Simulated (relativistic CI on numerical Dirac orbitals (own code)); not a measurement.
Electric-dipole transitions in Ce³⁰⁺

Method of calculation: Dirac-Coulomb-Breit CI, orbitals from a KLI potential per configuration, a model potential for QED, unscaled Slater integrals (own radial code, finite nucleus).

Configurations in the expansion (outside the closed core [Ne]): 3s2.3p6.3d10, 3s2.3p6.3d9.4s, 3s2.3p6.3d9.4p, 3s2.3p6.3d9.4d, 3s2.3p6.3d9.4f, 3s2.3p5.3d10.4s, 3s2.3p6.3d8.4s2, 3s2.3p5.3d10.4p, 3s2.3p6.3d8.4s.4p, 3s2.3p6.3d9.5s, 3s2.3p5.3d10.4d, 3s2.3p6.3d8.4p2, 3s.3p6.3d10.4s, 3s2.3p6.3d9.5p, 3s2.3p6.3d8.4s.4d, 3s2.3p6.3d9.5d. Levels of other configurations are missing.

```csv
λ vac (Å),Lower,Upper,A (s⁻¹),E lower (Ry),E upper (Ry)
9.9948,3s2.3p6.3d10 1S_0 [1],3s2.3p5.3d10.4d 1P°_1 [78],2.13e+13,0.0000,91.1737
11.377,3s2.3p6.3d10 1S_0 [1],3s2.3p6.3d9.4f 1P°_1 [57],1.13e+14,0.0000,80.1007
11.714,3s2.3p6.3d10 1S_0 [1],3s2.3p6.3d9.4f 3D°_1 [49],1.01e+13,0.0000,77.7898
11.830,3s2.3p6.3d10 1S_0 [1],3s2.3p5.3d10.4s 1P°_1 [39],7.42e+12,0.0000,77.0299
26.152,3s2.3p6.3d9.4p 3F°_4 [10],3s2.3p6.3d9.5d 3G_5 [101],1.10e+12,61.8627,96.7081
32.278,3s2.3p6.3d9.4p 3F°_4 [10],3s2.3p6.3d9.5s 3D_3 [68],8.92e+11,61.8627,90.0941
33.861,3s2.3p6.3d9.4p 3F°_3 [15],3s2.3p5.3d10.4p 3D_2 [71],1.58e+12,63.3820,90.2938
33.879,3s2.3p6.3d9.4s 3D_2 [5],3s2.3p5.3d10.4s 3P°_1 [64],1.74e+12,56.8457,83.7436
33.899,3s2.3p6.3d9.4p 3F°_2 [8],3s2.3p5.3d10.4p 3D_1 [66],1.76e+12,61.2695,88.1511
42.191,3s2.3p6.3d9.4s 1D_2 [3],3s2.3p5.3d10.4s 1P°_1 [39],9.50e+11,55.4313,77.0299
42.303,3s2.3p6.3d9.4d 3G_5 [23],3s2.3p5.3d10.4d 3F°_4 [76],9.81e+11,69.4549,90.9963
42.311,3s2.3p6.3d9.4p 3F°_3 [7],3s2.3p5.3d10.4p 3D_2 [59],9.43e+11,59.8914,81.4286
42.313,3s2.3p6.3d9.4p 3F°_4 [10],3s2.3p5.3d10.4p 3D_3 [61],8.71e+11,61.8627,83.3989
42.318,3s2.3p6.3d9.4d 3G_4 [19],3s2.3p5.3d10.4d 3F°_3 [74],1.03e+12,69.1001,90.6339
42.358,3s2.3p6.3d9.4p 3P°_2 [6],3s2.3p5.3d10.4p 3P_1 [58],1.03e+12,59.8153,81.3289
42.359,3s2.3p6.3d9.4s 3D_3 [2],3s2.3p5.3d10.4s 3P°_2 [37],8.90e+11,55.3383,76.8514
96.383,3s2.3p6.3d9.4p 3P°_2 [6],3s2.3p6.3d9.4d 3F_3 [21],9.07e+10,59.8153,69.2699
97.166,3s2.3p6.3d9.4p 3F°_3 [7],3s2.3p6.3d9.4d 3F_3 [21],1.20e+11,59.8914,69.2699
97.620,3s2.3p6.3d9.4p 3P°_2 [6],3s2.3p6.3d9.4d 3D_2 [20],1.70e+11,59.8153,69.1501
98.537,3s2.3p6.3d9.4p 3F°_2 [8],3s2.3p6.3d9.4d 3G_3 [29],2.05e+11,61.2695,70.5175
98.958,3s2.3p6.3d9.4p 3F°_3 [7],3s2.3p6.3d9.4d 3G_4 [19],2.12e+11,59.8914,69.1001
101.46,3s2.3p6.3d9.4p 3P°_2 [6],3s2.3p6.3d9.4d 3S_1 [18],1.76e+11,59.8153,68.7967
113.06,3s2.3p6.3d9.4d 3F_3 [21],3s2.3p6.3d9.4f 3F°_4 [45],8.97e+10,69.2699,77.3302
113.61,3s2.3p6.3d9.4d 3G_3 [29],3s2.3p6.3d9.4f 3H°_4 [51],1.41e+11,70.5175,78.5387
113.81,3s2.3p6.3d9.4d 3G_4 [19],3s2.3p6.3d9.4f 3H°_5 [41],1.40e+11,69.1001,77.1071
117.71,3s2.3p6.3d9.4d 3D_3 [24],3s2.3p6.3d9.4f 1G°_4 [46],9.95e+10,69.6405,77.3820
117.94,3s2.3p6.3d9.4d 3F_3 [34],3s2.3p6.3d9.4f 3G°_4 [56],1.15e+11,71.1555,78.8822
118.24,3s2.3p6.3d9.4d 3F_4 [26],3s2.3p6.3d9.4f 3G°_5 [47],1.12e+11,69.7340,77.4406
118.48,3s2.3p6.3d9.4d 3G_4 [32],3s2.3p6.3d9.4f 3H°_5 [52],1.32e+11,70.9783,78.6697
118.98,3s2.3p6.3d9.4d 3G_5 [23],3s2.3p6.3d9.4f 3H°_6 [42],1.30e+11,69.4549,77.1138
119.02,3s2.3p6.3d9.4p 1D°_2 [11],3s2.3p6.3d9.4d 3D_3 [24],7.98e+10,61.9842,69.6405
119.40,3s2.3p6.3d9.4p 3D°_2 [17],3s2.3p6.3d9.4d 3F_3 [34],1.14e+11,63.5236,71.1555
119.77,3s2.3p6.3d9.4p 3D°_3 [13],3s2.3p6.3d9.4d 3F_4 [26],1.07e+11,62.1252,69.7340
119.96,3s2.3p6.3d9.4p 3F°_3 [15],3s2.3p6.3d9.4d 3G_4 [32],1.46e+11,63.3820,70.9783
120.03,3s2.3p6.3d9.4p 3F°_4 [10],3s2.3p6.3d9.4d 3G_5 [23],1.45e+11,61.8627,69.4549
134.27,3s2.3p6.3d9.4s 3D_3 [2],3s2.3p6.3d9.4p 3D°_3 [13],5.06e+10,55.3383,62.1252
136.13,3s2.3p6.3d9.4s 1D_2 [3],3s2.3p6.3d9.4p 3D°_3 [13],3.36e+10,55.4313,62.1252
137.89,3s2.3p6.3d9.4s 3D_1 [4],3s2.3p6.3d9.4p 3D°_1 [16],6.78e+10,56.7789,63.3877
138.02,3s2.3p6.3d9.4s 1D_2 [3],3s2.3p6.3d9.4p 1P°_1 [12],7.07e+10,55.4313,62.0337
139.06,3s2.3p6.3d9.4s 1D_2 [3],3s2.3p6.3d9.4p 1D°_2 [11],6.48e+10,55.4313,61.9842
139.42,3s2.3p6.3d9.4s 3D_2 [5],3s2.3p6.3d9.4p 3F°_3 [15],7.69e+10,56.8457,63.3820
139.67,3s2.3p6.3d9.4s 3D_3 [2],3s2.3p6.3d9.4p 3F°_4 [10],7.65e+10,55.3383,61.8627
203.54,3s2.3p6.3d9.4s 3D_3 [2],3s2.3p6.3d9.4p 3P°_2 [6],2.03e+10,55.3383,59.8153
204.31,3s2.3p6.3d9.4s 1D_2 [3],3s2.3p6.3d9.4p 3F°_3 [7],1.41e+10,55.4313,59.8914
258.85,3s2.3p6.3d9.5p 3F°_4 [84],3s2.3p6.3d9.5d 3G_5 [101],4.28e+10,93.1876,96.7081
```

Terms are leading LS components. Brackets give the number of a level in order of energy, since labels repeat. The list gives strong lines, with weight on those to low levels, without lines whose two gauges differ by over a factor of 2.5, among the lowest 200 of 461 levels, so that lines to higher ones, which can be the strongest, are missing. Levels whose partners in the same complex of configurations lie outside the list can be far off, and so can their lines. Rates are taken at the computed energies, electric ones in the length gauge.

At this charge energies of transitions that change n are usually good to better than 1 %, and those within a shell (Δn = 0) to a few per cent.

**Question.** From the table, what is the radiative lifetime of 3s2.3p5.3d10.4s 1P°_1?

**Answer.** The listed rates from this level add up to about 8.37e+12 s⁻¹, 99 % of its decay; with all channels τ = 1.18e-13 s.

LS names give the leading component of a level, which can be under half, so a name can repeat, a term be missing and a line seem to break the LS rules.
